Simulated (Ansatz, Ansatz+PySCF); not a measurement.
```xyz
2

Al    0.0000    0.0000   -1.0638
C     0.0000    0.0000    1.0638
```

Basis set: def2-SVP (spherical functions). Left uncorrelated: 6 orbitals. Charge 0, multiplicity 4.

Computed with Ansatz (development build ahead of 0.2.0); each method stands on the lowest determinant of its kind that the runs found.

Task: Give the atomization energy at this shape (free ground-state atoms in the same class of orbitals less the molecule, no zero-point energy) of quartet AlC by UHF-CCSD(T), UHF-MP2, ROHF, UHF.

Result:

```csv
method,atomization energy
UHF-CCSD(T),3.11 eV
UHF-MP2,3.14 eV
ROHF,2.70 eV
UHF,2.58 eV
```
